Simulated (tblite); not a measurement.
Species: C₅H₁₁Si (doublet state).
Bonds: C1–Si2, Si2–C3, Si2–C4, C4–C5, C5–C6, C4–C6. Hydrogens: H7, H8, H9 on C1; H10, H11, H12 on C3; H13 on C4; H14, H15 on C5; H16, H17 on C6.

Structure optimised with GFN2-xTB, isolated species. This method treats the open shell by occupation alone, without spin polarisation.

Q: Give the optimised bond lengths and angles.

A: 
| bond | length (pm) | order |
| --- | --- | --- |
| C1–Si2, Si2–C3 | 190.8 | single |
| Si2–C4 | 189.3 | single |
| C4–C5, C4–C6 | 150.2 | single |
| C5–C6 | 149.2 | single |
| C1–H7 and 5 like bonds | 108.7 | single |
| C4–H13 | 108.8 | single |
| C5–H14, C6–H16 | 108.0 | single |
| C5–H15, C6–H17 | 108.0 | single |

Bonds in one row agree within 1 pm and their mean is given. Orders are formal, as drawn. A selection of angles:
| angle | degrees |
| --- | --- |
| Si2–C1–H7 | 111.7 |
| Si2–C1–H9 | 110.5 |
| H7–C1–H8 | 107.9 |
| C1–Si2–C3 | 111.0 |
| C1–Si2–C4 | 109.8 |
| Si2–C4–C5 | 120.9 |
| Si2–C4–H13 | 115.1 |
| C5–C4–C6 | 59.5 |
| C5–C4–H13 | 114.6 |
| C4–C5–C6 | 60.2 |
| C4–C5–H14 | 118.5 |
| C4–C5–H15 | 118.3 |
| C6–C5–H14 | 118.5 |
| C6–C5–H15 | 118.0 |
| H14–C5–H15 | 113.5 |

Dihedral angles: C1–Si2–C4–C5 83° (synclinal); Si2–C4–C5–C6 110° (anticlinal); Si2–C4–C6–C5 -110° (anticlinal).

The 3-membered ring C4–C5–C6 has internal angles of 59.5° to 60.2°. Si2 (silicon bonded to 3 C) is pyramidal (angles 111.0°, 109.9° and 109.8°, sum 330.7°, 0.61 Å off the plane of its three neighbours).

Point group: Cs (tolerance 0.08 Å). Its GFN2-xTB frequencies are all real (lowest 15 cm⁻¹). 3 starts were optimised and ended at 0.00, 0.10 and 0.70 kcal/mol (GFN2-xTB); the lowest of these is shown.

Hardware: one thread of an Arm Neoverse V2 (shared host). Cost: 0.15 s. These figures are those of the optimisation.

One conformer stands for the species.

All values are computed, not measured.
